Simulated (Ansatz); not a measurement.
Born–Oppenheimer molecular dynamics of C₂H₅BSSi (10 atoms, charge 0, multiplicity 1). It starts from a relaxed structure.

Computed with Ansatz, RKS PBE0/STO-3G.

```
ensemble                      : NVE (velocity Verlet)
time step                     : 0.5 fs
steps asked                   : 294
starting velocities drawn for : 1000 K
seed                          : 488925
```

First frame:

```xyz
10
Properties=species:S:1:pos:R:3
S -0.745 1.950 -1.580
C -0.260 0.671 -0.489
C -0.781 -0.612 -0.402
Si 0.079 -1.165 1.144
B 0.997 0.282 0.258
H 0.293 2.766 -1.268
H -1.435 -1.082 -1.153
H -0.709 -0.888 2.323
H 0.545 -2.533 1.191
H 2.099 0.559 -0.021
```

Task: What does the run give?

Result: All steps were run.

```
steps done                                               : 294
time covered                                             : 147 fs
mean temperature over the second half                    : 495 K
spread of the potential energy over the second half      : 11.7 meV per atom
mean potential energy of the second half above the start : 52.6 meV per atom
```

The conserved energy stayed within 0.72 meV per atom of its start (net change 0.31 meV per atom), so the integration is sound. Over the second half the temperature averaged 0.49 of the 1000 K drawn at the start: a run that starts near a minimum puts about half its kinetic energy into the potential. A run of 0.15 ps of so small a system gives no equilibrium averages. Limits of this set-up: minimal basis.

Task: What happens to the structure?

Result: The same pairs are bonded in the first frame and the last. Pairs count as bonded within 1.25 times the sum of covalent radii (0.12 Å more for H–H). This is one draw of velocities; another would differ in detail.

Task: How do temperature and energy run in time?

Result: 
```tsv
time (fs)	T (K)	potential energy less start (eV)	conserved less start (meV/atom)
0	1000	0.000	0.00
12	362	0.662	0.15
24	556	0.464	0.46
36	286	0.746	0.72
48	480	0.543	0.54
60	595	0.421	0.20
72	544	0.472	0.13
84	711	0.300	0.20
96	394	0.630	0.37
108	573	0.446	0.44
120	394	0.631	0.50
132	432	0.592	0.49
144	510	0.511	0.41
```

Run time: 9.3 min on 1 thread of Arm Neoverse V2 (shared host), peak memory 0.098 GiB.
